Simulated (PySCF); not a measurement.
C4H12AlNO (SMILES CC[O][Al]([NH2])[CH2]C), singlet, geometry from GFN2-xTB (such geometries of metal compounds can be far from the true shape); CASCI(2,4)+NEVPT2/STO-3G in PySCF.

Input for PySCF:
```python
from pyscf import gto, scf, mcscf, mrpt
import numpy

mol = gto.Mole()
mol.atom = '''
    Al   -0.148549    0.167579    0.441940
    C    -0.689138   -1.307463    1.696224
    C    -1.468274   -0.821060    2.919857
    H     0.201344   -1.853750    2.029714
    H    -1.290857   -2.047233    1.154667
    H    -2.385423   -0.318386    2.619665
    H    -0.876630   -0.115324    3.499416
    H    -1.736015   -1.654341    3.571753
    O     0.662072   -0.290545   -0.921568
    C     1.306528   -0.533516   -2.131979
    C     1.064217    0.593251   -3.129616
    H     2.383757   -0.636980   -1.947172
    H     0.937373   -1.479866   -2.548494
    H     1.442431    1.529399   -2.725991
    H     1.566805    0.377516   -4.069146
    H    -0.003022    0.700481   -3.309528
    N    -0.516416    1.880480    0.779122
    H    -1.010948    2.234223    1.584375
    H    -0.259335    2.659464    0.187293
'''
mol.basis = 'sto-3g'
mol.charge = 0
mol.spin = 0
mol.verbose = 4
mol.build()

mf = scf.RHF(mol)
mf.kernel()
mc = mcscf.CASCI(mf, 4, 2)
mc.fix_spin_(ss=0.0)
mc.kernel()
occ = numpy.linalg.eigvalsh(mc.fcisolver.make_rdm1(mc.ci, mc.ncas, mc.nelecas))[::-1]
ss = mc.fcisolver.spin_square(mc.ci, mc.ncas, mc.nelecas)[0]
print('natural occupations', occ.round(4), ' <S^2>', round(ss, 4))
e2 = mrpt.NEVPT(mc).kernel()
print('E(NEVPT2) = %.10f' % (mc.e_tot + e2))
```

What the program printed (banner, timings and long lists left out):

```
PySCF version 2.14.0

[INPUT] verbose = 4
[INPUT] num. atoms = 19
[INPUT] num. electrons = 64
[INPUT] charge = 0
[INPUT] spin (= nelec alpha-beta = 2S) = 0
[INPUT] symmetry False subgroup None
[INPUT] Mole.unit = angstrom
[INPUT] Symbol           X                Y                Z      unit          X                Y                Z       unit  Magmom
[...]
nuclear repulsion = 362.033400480002
number of shells = 35
number of NR pGTOs = 153
number of NR cGTOs = 51
basis = sto-3g
ecp = {}

******** <class 'pyscf.scf.hf.RHF'> ********
method = RHF
initial guess = minao
damping factor = 0
level_shift factor = 0
DIIS = <class 'pyscf.scf.diis.CDIIS'>
diis_start_cycle = 1
diis_space = 8
diis_damp = 0
SCF conv_tol = 1e-09
SCF conv_tol_grad = None
SCF max_cycles = 50
direct_scf = True
direct_scf_tol = 1e-13
Set gradient conv threshold to 3.16228e-05
Initial guess from minao.
init E= -523.911969962189
[...]
cycle= 1 E= -523.151412478346  delta_E= 0.761  |g|= 0.619  |ddm|= 5.05
[...]
cycle= 2 E= -523.284841986637  delta_E= -0.133  |g|= 0.167  |ddm|= 1.09
[...]
cycle= 3 E= -523.294337349661  delta_E= -0.0095  |g|= 0.0328  |ddm|= 0.256
[...]
cycle= 4 E= -523.29490189997  delta_E= -0.000565  |g|= 0.00517  |ddm|= 0.0748
[...]
cycle= 5 E= -523.294915225383  delta_E= -1.33e-05  |g|= 0.00127  |ddm|= 0.0113
[...]
cycle= 6 E= -523.294916146981  delta_E= -9.22e-07  |g|= 0.000272  |ddm|= 0.00277
[...]
cycle= 7 E= -523.294916197432  delta_E= -5.05e-08  |g|= 4.08e-05  |ddm|= 0.000761
[...]
cycle= 8 E= -523.294916198687  delta_E= -1.26e-09  |g|= 7.76e-06  |ddm|= 0.000121
[...]
cycle= 9 E= -523.294916198737  delta_E= -5e-11  |g|= 1.91e-06  |ddm|= 2.49e-05
[...]
Extra cycle  E= -523.294916198741  delta_E= -4.09e-12  |g|= 7.51e-07  |ddm|= 4.64e-06
converged SCF energy = -523.294916198741

******** <class 'pyscf.mcscf.casci.CASCI'> ********
CAS (1e+1e, 4o), ncore = 31, nvir = 16
natorb = False
canonicalization = True
sorting_mo_energy = False
******** <class 'pyscf.fci.addons.SpinPenaltyFCISolver'> ********
max. cycles = 200
conv_tol = 1e-08
davidson only = True
linear dependence = 1e-12
level shift = 0.001
max iter space = 12
nroots = 1
pspace_size = 400
spin = None
Density matrix diagonal elements [1.99790236e+00 1.74151410e-03 2.27412158e-04 1.28710351e-04]
CASCI converged
CASCI E = -523.296129374806  E(CI) = -0.988943886330048  S^2 = 0.0000000
natural occupations [1.9979e+00 1.8000e-03 2.0000e-04 1.0000e-04]  <S^2> 0.0

******** <class 'pyscf.mrpt.nevpt2.NEVPT'> ********
[...]
2 C 2pz         -0.01005  -0.01094  -0.05869   0.05379
3 H 1s           0.00935  -0.10000  -0.01333   0.08334
4 H 1s           0.00086   0.10202  -0.01480   0.08706
5 H 1s           0.00543  -0.00552   0.02502   0.04179
6 H 1s           0.00023   0.00690   0.02654   0.04115
7 H 1s          -0.00929   0.00056  -0.07696   0.01815
8 O 1s          -0.00001  -0.00015   0.00598  -0.00257
8 O 2s          -0.00286   0.00796  -0.39219   0.16563
8 O 2px         -0.57662  -0.21018   0.00335   0.07725
8 O 2py         -0.10267  -0.02098  -0.04601  -0.02069
8 O 2pz         -0.28969  -0.11288   0.02822  -0.14539
9 C 1s           0.00005  -0.00000  -0.00155   0.00032
9 C 2s          -0.00160  -0.00011   0.13299  -0.04347
9 C 2px          0.10143  -0.04287  -0.18764   0.12813
9 C 2py          0.01968  -0.00563   0.08364  -0.07400
9 C 2pz          0.05131  -0.03249   0.33472  -0.21516
10 C 1s          0.00032   0.00018   0.00025  -0.00006
10 C 2s         -0.02268  -0.01374  -0.00385  -0.00300
10 C 2px        -0.01852  -0.00997  -0.04453   0.06585
10 C 2py         0.03979   0.01950   0.03200  -0.04959
10 C 2pz        -0.05030  -0.02321   0.06824  -0.10684
11 H 1s          0.19002   0.07773   0.01884  -0.05848
12 H 1s         -0.12664  -0.05024   0.01714  -0.06392
13 H 1s         -0.02116   0.00799  -0.05727   0.06982
14 H 1s          0.01848  -0.00086   0.13430  -0.14635
15 H 1s          0.03404  -0.00781  -0.05666   0.06351
16 N 1s         -0.00004   0.00008   0.00199   0.00460
16 N 2s          0.00563  -0.00574  -0.15748  -0.33251
16 N 2px         0.61325  -0.19653  -0.01089  -0.06662
16 N 2py         0.05209  -0.02185   0.15808   0.06965
16 N 2pz         0.34640  -0.10742  -0.01745   0.11314
17 H 1s         -0.00237   0.00005   0.12076   0.05232
18 H 1s         -0.00415   0.00754  -0.00651   0.30019
<CAS-nat-orb|mo-hf>  32     32       1.00000000
<CAS-nat-orb|mo-hf>  33     33       0.99567808
<CAS-nat-orb|mo-hf>  34     34       0.91113136
<CAS-nat-orb|mo-hf>  34     35      -0.40153289
<CAS-nat-orb|mo-hf>  35     34       0.40359121
<CAS-nat-orb|mo-hf>  35     35       0.91493167
Sr    (-1)',   E = -0.00035583895142
Si    (+1)',   E = -0.00334661163448
Sijrs (0)  ,   E = -0.22451474801527
Sijr  (+1) ,   E = -0.05674268118994
Srsi  (-1) ,   E = -0.00407923944501
Srs   (-2) ,   E = -0.00036769447426
Sij   (+2) ,   E = -0.01539258222813
Sir   (0)' ,   E = -0.00769036630165
Nevpt2 Energy = -0.312489762240161
E(NEVPT2) = -523.6086191370
```
